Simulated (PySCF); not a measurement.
Compound: EtP(CF3)2, C4H5F6P.
SMILES with atom numbers: `[CH3:1][CH2:2][P:3]([C:4]([F:5])([F:6])[F:7])[C:8]([F:9])([F:10])[F:11]` (hydrogens: H12, H13, H14 on C1; H15, H16 on C2)

The same species was optimised twice, with GFN2-xTB and with PBE0-D3(BJ)/def2-SVP (PySCF), and the same property calculations (PySCF, gas phase) were run on both structures.

| coordinate | GFN2-xTB | PBE0-D3(BJ)/def2-SVP | change |
| --- | --- | --- | --- |
| P3–C4 (Å) | 1.904 | 1.895 | -0.009 |
| P3–C8 (Å) | 1.899 | 1.892 | -0.007 |
| C4–F6 (Å) | 1.337 | 1.333 | -0.004 |
| C1–C2 (Å) | 1.526 | 1.523 | -0.003 |
| C8–F10 (Å) | 1.338 | 1.334 | -0.004 |
| C8–F11 (Å) | 1.342 | 1.339 | -0.003 |
| C8–F9 (Å) | 1.332 | 1.329 | -0.003 |
| C4–F5 (Å) | 1.334 | 1.331 | -0.003 |
| C4–F7 (Å) | 1.340 | 1.338 | -0.002 |
| C2–P3 (Å) | 1.853 | 1.851 | -0.002 |
| C4–P3–C8 (°) | 94.6 | 97.3 | +2.7 |
| C1–C2–P3 (°) | 111.0 | 112.7 | +1.7 |
| C2–P3–C8 (°) | 95.9 | 97.5 | +1.6 |
| P3–C8–F9 (°) | 111.9 | 111.0 | -0.9 |
| P3–C8–F11 (°) | 108.4 | 107.7 | -0.7 |
| F9–C8–F11 (°) | 107.4 | 108.2 | +0.8 |
| P3–C4–F7 (°) | 108.9 | 108.2 | -0.7 |
| F5–C4–F7 (°) | 107.4 | 108.2 | +0.8 |
| C1–C2–P3–C4 (°) | -75 | -75 | 0 |
| C2–P3–C4–F5 (°) | -151 | -158 | -7 |
| C2–P3–C8–F9 (°) | 177 | 174 | -3 |

Rotational constants: A = 1223, B = 864.1, C = 641.4 MHz (GFN2-xTB) against A = 1220, B = 853.0, C = 632.9 MHz (PBE0-D3(BJ)/def2-SVP). Point groups within 0.08 Å: C1 and C1.

On the GFN2-xTB structure: HOMO (eV) -8.41 [PBE0/pcSseg-1]; LUMO (eV) -0.40 [PBE0/pcSseg-1]; dipole (D) 2.68 [PBE0/pcSseg-1]; GIAO shielding of C1 (ppm) 176.0 [PBE0/pcSseg-1]; GIAO shielding of C2 (ppm) 166.5 [PBE0/pcSseg-1]; GIAO shielding of P3 (ppm) 321.2 [PBE0/pcSseg-1]; GIAO shielding of C4/C8 (mean) (ppm) 48.3 [PBE0/pcSseg-1]; GIAO shielding of F5 (×6) (mean) (ppm) 240.0 [PBE0/pcSseg-1].

Task: What do these properties become on the PBE0-D3(BJ)/def2-SVP structure?

Result: 
```json
{"property": "HOMO (eV)", "level": "PBE0/pcSseg-1", "on GFN2-xTB": "-8.41", "on PBE0-D3(BJ)/def2-SVP": "-8.25", "change": "+0.16"}
{"property": "LUMO (eV)", "level": "PBE0/pcSseg-1", "on GFN2-xTB": "-0.40", "on PBE0-D3(BJ)/def2-SVP": "-0.20", "change": "+0.20"}
{"property": "dipole (D)", "level": "PBE0/pcSseg-1", "on GFN2-xTB": "2.68", "on PBE0-D3(BJ)/def2-SVP": "2.55", "change": "-0.13"}
{"property": "energy, GFN2-xTB geometry as zero (kcal/mol)", "level": "PBE0/pcSseg-1", "on GFN2-xTB": "0.0", "on PBE0-D3(BJ)/def2-SVP": "-0.5", "change": "-0.5"}
{"property": "GIAO shielding of C1 (ppm)", "level": "PBE0/pcSseg-1", "on GFN2-xTB": "176.0", "on PBE0-D3(BJ)/def2-SVP": "174.3", "change": "-1.7"}
{"property": "GIAO shielding of C2 (ppm)", "level": "PBE0/pcSseg-1", "on GFN2-xTB": "166.5", "on PBE0-D3(BJ)/def2-SVP": "167.1", "change": "+0.6"}
{"property": "GIAO shielding of P3 (ppm)", "level": "PBE0/pcSseg-1", "on GFN2-xTB": "321.2", "on PBE0-D3(BJ)/def2-SVP": "320.3", "change": "-0.9"}
{"property": "GIAO shielding of C4/C8 (mean) (ppm)", "level": "PBE0/pcSseg-1", "on GFN2-xTB": "48.3", "on PBE0-D3(BJ)/def2-SVP": "49.5", "change": "+1.2"}
{"property": "GIAO shielding of F5 (×6) (mean) (ppm)", "level": "PBE0/pcSseg-1", "on GFN2-xTB": "240.0", "on PBE0-D3(BJ)/def2-SVP": "243.0", "change": "+3.0"}
```

The heavy atoms differ by 0.073 Å rms after alignment. Among bonds between heavy atoms P3–C4 changes most (-0.009 Å). Changes are differences of the printed values. Neither structure is proved a minimum here.

The values belong to the conformer `[CH3:1][CH2:2][P:3]([C:4]([F:5])([F:6])[F:7])[C:8]([F:9])([F:10])[F:11]`: C1–C2–P3–C4 -75°, C2–P3–C4–F5 -158°, C2–P3–C8–F9 174°.
